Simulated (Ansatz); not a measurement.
C$_{2}$H$_{4}$BN, SMILES `B1C=NC1`, relaxed with RKS PBE-D4/def2-SVP in Ansatz 0.2.0 from a rough embedded geometry. The force threshold is 0.03 eV/Å; the program also tests the step.

Total charge 0; spin multiplicity 1.

Start:

```xyz
8

B     0.221    0.737    0.290
C    -0.727    0.299   -0.882
N    -0.477   -0.964   -0.631
C     0.319   -0.672    0.444
H     0.655    1.798    0.771
H    -1.353    0.844   -1.604
H    -0.019   -1.034    1.405
H     1.380   -1.009    0.207
```

Q: How much energy does the relaxation release, and in how many steps? (Best estimate.)

A: Ansatz gave: 1.43 eV, in 12 steps, 1 of them rejected.

Q: Which bonds change most? (An estimate is asked.)

A: The calculation gave: B1–C4 from 1.421 to 1.583 Å; N3–C4 from 1.370 to 1.508 Å; B1–C2 from 1.570 to 1.526 Å; C4–H8 from 1.137 to 1.108 Å.

Q: Give the relaxed structure. (Best estimate.)

A: The calculation gave: 
```xyz
8

B     0.107    0.816    0.356
C    -0.904    0.421   -0.716
N    -0.128   -0.640   -0.846
C     0.441   -0.719    0.549
H     0.842    1.784    0.375
H    -1.603    0.753   -1.503
H    -0.234   -1.316    1.187
H     1.479   -1.101    0.598
```
